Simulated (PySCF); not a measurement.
B(F)(H)(SeH) (BFH2Se), SMILES FB[SeH]. Atoms are numbered in the order given.

```xyz
5

B     -0.5714     1.1103     0.0000
F      0.3205     2.0896     0.0000
H     -1.7315     1.3683     0.0000
Se     0.0872    -0.7183     0.0000
H     -1.2611    -1.3041     0.0000
```
Charge 0, spin multiplicity 1.

Geometry: B3LYP-D3(BJ)/def2-TZVP. One conformer was computed; it need not be the lowest.

Calculation: PBE0/pcSseg-2 (PySCF).

GIAO shieldings, no solvent; atoms alike by connectivity are averaged. δ = σ(ref) − σ: ¹¹B against BF3 (σ = 88.8 ppm); ¹⁹F against CFCl3 (σ = 165.8 ppm); ¹H against TMS (σ = 31.54 ppm); ⁷⁷Se against Me2Se (σ = 1739.2 ppm), references at their B3LYP-D3(BJ)/def2-TZVP geometries, non-relativistic.

Computed chemical shifts:
```
nucleus  atoms  count  δ (ppm)
-------  -----  -----  -------
¹¹B         B1      1     49.1
¹⁹F         F2      1    -22.9
¹H          H3      1     6.68
¹H          H5      1     2.72
⁷⁷Se       Se4      1    -26.9
```
